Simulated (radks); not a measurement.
Question: The table gives one normalised radial function P(r) = r R(r) (large component) of Dy3+ in [Xe] 4f9 (r in bohr). All-electron calculation, Dirac Kohn-Sham, PBE, spin-unpolarised, spherical densities, finite nucleus; open shells fill j = l - 1/2 first; Fermi nuclear charge, rms radius 5.2218 fm. Program: a radial shooting solver on a logarithmic mesh with Libxc functionals.

r          P
0.001333  0.0000
0.002021  0.0000
0.003064  0.0000
0.004644  0.0000
0.00704   0.0000
0.01067   0.0001
0.01618   0.0002
0.02472   0.0011
0.03747   0.0046
0.0568    0.0178
0.08611   0.0615
0.1305    0.1822
0.1979    0.4383
0.2999    0.8109
0.4583    1.1004
0.6948    1.0503
1.053     0.7301
1.597     0.3767
2.42      0.1340
3.669     0.0274

Which n and l does it have? It may be an empty orbital.

Answer: n = 4, l = 3: the number of nodes gives n - l - 1 = 0, the rise at small r points to l (for j = l - 1/2 the large component starts outside the nucleus as r^gamma with gamma = sqrt(l^2 - (Z/c)^2) = 2.96 and the r^(l+1) term takes over further out; the orbital of l - 1 with the same j starts with the same power, but with a larger coefficient, and does not steepen), and the extent must fit the shell. The curve is that of 4f5/2; the two j differ most near the nucleus, where j = l - 1/2 has the larger amplitude, and in heavy atoms j = l - 1/2 is also the more compact. 4f5/2: eigenvalue -35.028 eV, 0 radial nodes, <r> = 0.801 bohr, 90 % of the charge inside 1.37 bohr.
